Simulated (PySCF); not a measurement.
Delta-SCF ions had no search for a lower state. Excitations are Tamm–Dancoff values on a coarser integration grid. The basis has no diffuse functions, so Rydberg states are missing or too high.

# C4H5BOS, SMILES `Bc1cscc1O` (charge 0, multiplicity 1)

Computed with PBE-D3(BJ)/def2-TZVP // PBE0-D3(BJ)/def2-SVP (PySCF).

- HOMO = -5.54 eV
- dipole moment = 2.73 D
- HOMO–LUMO gap = 2.88 eV
- LUMO = -2.66 eV
- S1 excitation (TDA) = 3.27 eV
- S1 oscillator strength = 0.022
- brightest of the four lowest singlets (TDA) = 4.99 eV
- T1 excitation (TDA) = 2.68 eV
- S1–T1 gap (TDA) = 0.59 eV
- vertical ionisation energy (Delta-SCF) = 8.42 eV
- total energy = -17777.28 eV
- cost = about 6 core-minutes (a rough figure)

```xyz
12

B      1.9325     0.5319    -0.1424
C      0.5681    -0.1475    -0.0288
C      0.4157    -1.5243     0.0391
S     -1.2043    -2.0227     0.1606
C     -1.7712    -0.3917     0.1263
C     -0.7257     0.4921     0.0241
O     -0.8154     1.8307    -0.0272
H      2.0342     1.7329    -0.2002
H      2.9274    -0.1565    -0.1747
H      1.2162    -2.2641     0.0210
H     -2.8372    -0.1751     0.1832
H     -1.7402     2.0944     0.0191
```
